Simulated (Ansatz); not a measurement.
Saddle point of SiH₅Cl₂OF, singlet (SiH₂ClF ([F][SiH2][Cl]) + HCl + H₂O → SiHCl₂F ([F][SiH]([Cl])[Cl]) + H₂O + H₂; bonds formed: Si1–Cl4, H2–H8, O9–H10; bonds broken: Si1–H2, Cl4–H10, H8–O9), PBE0-D4/def2-TZVP structure:

| atom | x (Å) | y (Å) | z (Å) |
| --- | --- | --- | --- |
| Si1 | -0.9087 | 0.5104 | -0.5646 |
| H2 | 0.4170 | -0.2794 | -0.9804 |
| Cl3 | -1.6007 | -0.1658 | -2.4281 |
| Cl4 | 0.5644 | 1.7702 | 0.6405 |
| H5 | -1.8154 | 1.6662 | -0.4954 |
| H6 | 0.8699 | -1.4018 | 1.4071 |
| F7 | -1.3646 | -0.5422 | 0.5691 |
| H8 | 0.9274 | -0.7156 | -0.1353 |
| O9 | 1.4881 | -0.9048 | 0.8489 |
| H10 | 1.4224 | 0.0628 | 1.1383 |

Energies are electronic, without zero-point energy. Barriers and step energies count from the start structure reached by relaxing down the imaginary mode; all methods use the PBE0-D4 structures, on which another method's saddle can fall below an end. Program: Ansatz 0.2.0. Basis: def2-TZVPP, with def2-QZVPP for the basis limit. Cores are frozen in the correlated methods. B3LYP uses VWN-RPA correlation. Extrapolation: Hartree–Fock as exp(−7.88 √X), correlation as X^−2.97.

```csv
method,barrier (kJ/mol),step energy (kJ/mol)
SPW92,55.9,-23.5
PBE-D4,97.0,-44.1
BLYP-D4,122.4,-46.2
r2SCAN-D4,104.6,-51.0
B97M-V,120.8,-53.1
PBE0-D4,?,-45.0
B3LYP-D4,132.3,-45.5
r2SCAN0-D4,116.3,-49.8
BHLYP-D4,150.8,-46.1
CAM-B3LYP-D4,137.1,-41.0
wB97X-V,?,-48.1
wB97M-V,128.2,-51.1
B2PLYP,140.6,-45.8
PBE-QIDH,126.6,-47.7
RPA on PBE,148.4,-47.1
HF,?,-49.2
MP2,135.3,-53.7
CCSD,155.5,-46.2
CCSD(T),143.5,-47.6
```

Question: Fill in the withheld barriers. (To be estimated.)

Answer: Computed: HF 210.6; PBE0-D4 112.1; wB97X-V 134.3 kJ/mol. Each is the energy of the saddle less that of the start structure, by the same method.

For comparison, the barrier by CCSD(T) at an estimated basis limit (MP2 extrapolated from triple and quadruple zeta, plus CCSD(T) − MP2 in triple zeta) is 137.5 kJ/mol.

The T1 diagnostic stays at or below 0.011.

Labels in which every atom is bracketed show which atoms are joined, not bond orders.

For scale, one of the runs: CCSD(T)/def2-TZVPP, 258 basis functions, launched by `ansatz run in.yaml --threads 8 --pin off --events-out ev --progress --plain --max-ram 19148MiB`. Hardware: 8 CPU threads of an Arm Neoverse V2, shared host. Wall time 110 s; peak host memory 5.8 GiB.
